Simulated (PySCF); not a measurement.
Compound: C6H12O2.
SMILES: `COCCOC1CC1`

A PySCF run (density fitting, gas phase, GFN2-xTB geometry) gave HOMO -5.89 eV, LUMO 2.67 eV, dipole 1.92 D and E = -383.699 Eh.

**Question.** Which of these levels was it?
A. PBE0/pcSseg-1
B. KT2/def2-SVP
C. HSE06/3-21G
D. mPW1PW91/STO-3G
E. HF/6-31G

**Answer.** C. It is HSE06/3-21G. All candidates on this geometry:

| level and settings | kind | basis functions | SCF cycles | E (Eh) | HOMO (eV) | LUMO (eV) | dipole (D) |
| --- | --- | --- | --- | --- | --- | --- | --- |
| KT2/def2-SVP, energy threshold 1e-07 Eh | GGA | 172 | 9 | -392.2115 | -5.29 | 0.83 | 1.58 |
| PBE0/pcSseg-1 | global hybrid | 196 | 12 | -385.7503 | -6.72 | 1.49 | 1.84 |
| HSE06/3-21G, energy threshold 1e-08 Eh | screened hybrid, exact exchange at short range | 96 | 8 | -383.6991 | -5.89 | 2.67 | 1.92 |
| mPW1PW91/STO-3G, level shift 0.3 Eh | global hybrid | 52 | 11 | -381.2846 | -3.86 | 7.81 | 1.34 |
| HF/6-31G | Hartree–Fock | 96 | 10 | -383.6677 | -10.05 | 5.97 | 2.49 |

The nearest other candidate, by the summed differences of HOMO and LUMO, is PBE0/pcSseg-1: its HOMO differs by -0.83 eV and its LUMO by -1.18 eV. Cycle counts include a coarse-grid stage where the run had one. KT2 was designed for NMR shieldings or shifts; total energies of different functionals aren't comparable.

Shape of the structure used: `[CH3:1][O:2][CH2:3][CH2:4][O:5][CH:6]1[CH2:7][CH2:8]1`: C1–O2–C3–C4 174°, O2–C3–C4–O5 -85°, C3–C4–O5–C6 63°, C4–O5–C6–C7 -103°.
